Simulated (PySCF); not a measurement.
An unknown is described by computed data only.

Formula: CH7F3SSi3.

* UV, strongest line: among the 8 lowest singlet transitions: S6 at 7.10 eV (175 nm, f = 0.048) [TDDFT CAM-B3LYP/def2-SVPD]
* Dipole: 2.90 D [CAM-B3LYP/def2-SVPD]
* 13C NMR: chemical shifts (computed TMS as zero) by class: 14.6 (1 C) ppm [GIAO PBE0/pcSseg-1]
* Rotational structure: rotational constants A, B, C: 2.319, 0.417, 0.399 GHz [GFN2-xTB]
* Polarisability: 111.6 au [CAM-B3LYP/def2-SVPD]
* 1H NMR: chemical shifts (computed TMS as zero) by class: 4.77 (2 H), 3.56 (3 H), 2.03 (2 H) ppm [GIAO PBE0/pcSseg-1]
* NMR, other nuclei: isotropic shieldings of nuclei other than C and H, by class: 317 (3 F), 396 (1 Si), 409 (1 Si), 467 (1 Si), 717 (1 S) ppm [GIAO PBE0/pcSseg-1]
* UV, first state: lowest singlet excitation: 5.33 eV (232 nm, f = 0.007) [TDDFT CAM-B3LYP/def2-SVPD]
* Triplet: lowest triplet excitation (Tamm–Dancoff): 4.79 eV [TDA CAM-B3LYP/def2-SVPD]

Gas-phase values; electronic properties from PySCF, density fitting. Levels stand in brackets. The structure is a single GFN2-xTB conformer in the gas phase; no vibrational or solvent corrections. NMR classes are plain means over equivalent atoms (diastereotopic ones count apart unless rotation or inversion swaps them), as if these changed places fast.

Q: What is the compound? Reason from the data.

A: Numbering: `[F:1][Si:2]([F:3])([F:4])[CH2:5][S:6][SiH2:7][SiH3:8]`. Its formula, CH7F3SSi3, gives 0 degrees of unsaturation, so no ring and no π bond. The one carbon: sp3 carbon bound to sulfur [C5] (14.6 ppm). Hydrogen classes from least to most shielded: 2 H on an SiH2 silicon, Si7 (4.77 ppm), 3 H on an SiH3 silicon, Si8 (3.56 ppm), 2 H on an sp3 carbon bound to sulfur, C5 (2.03 ppm). The other shieldings belong to: 317 ppm, silicon-bound fluorine [F1/F3/F4]; 396 ppm, SiH2 silicon [Si7]; 409 ppm, fluorine-bound silicon [Si2]; 467 ppm, SiH3 silicon [Si8]; 717 ppm, sulfur bonded to C and Si [S6]. The optimised geometry has point group C1 and is an asymmetric top. Structure: `F[Si](F)(F)CS[SiH2][SiH3]`. The assignments are read from this structure; whether some other isomer fits the data as well wasn't checked.

Shape of the structure used: `[F:1][Si:2]([F:3])([F:4])[CH2:5][S:6][SiH2:7][SiH3:8]`: F1–Si2–C5–S6 -46°, Si2–C5–S6–Si7 -79°, C5–S6–Si7–Si8 -170°.
